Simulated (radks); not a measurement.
Spherical quantum dot in the effective-mass picture: electrons in a hard-walled sphere of radius 3.79, all in effective atomic units (hartree* = m*/eps^2 hartree, bohr* = eps/m* bohr), one dielectric constant everywhere. Method: non-relativistic Kohn-Sham, exchange-only LDA, spin-polarised, spherical densities; computed with a radial shooting solver with Libxc functionals. Levels are named by radial order and angular momentum (1s, 1p, 1d, 2s, ...), and open shells are averaged over m. Results are scaled to m* = 0.559 and eps = 10.5, for which hartree* = 138 meV and bohr* = 0.994 nm.

N = 29, configuration 1s2 1p6 1d10 1f(up 7, down 4). This is the lowest configuration that the search found. Occupied and some empty levels:

| level | occupation | eigenvalue (meV) | <r> (nm) |
|---|---|---|---|
| 1s up | 1 | 1378.7 | 2.613 |
| 1s down | 1 | 1383.7 | 2.605 |
| 1p up | 3 | 1402.0 | 2.694 |
| 1p down | 3 | 1407.2 | 2.689 |
| 1d up | 5 | 1443.3 | 2.767 |
| 1d down | 5 | 1448.6 | 2.764 |
| 1f up | 7 | 1500.4 | 2.829 |
| 1f down | 4 | 1505.9 | 2.828 |
| 2s up | 0 | 1557.0 | 1.670 |
| 2s down | 0 | 1558.7 | 1.668 |
| 1g up | 0 | 1572.2 | 2.883 |
| 1g down | 0 | 1577.8 | 2.882 |
| 2p up | 0 | 1638.4 | 1.964 |
| 2p down | 0 | 1640.9 | 1.961 |
| 2d up | 0 | 1735.7 | 2.149 |
| 2d down | 0 | 1738.7 | 2.146 |

Energy (meV): total 23391.3, kinetic 5713.4, external 0, Hartree 19339, exchange-correlation -1660.8.
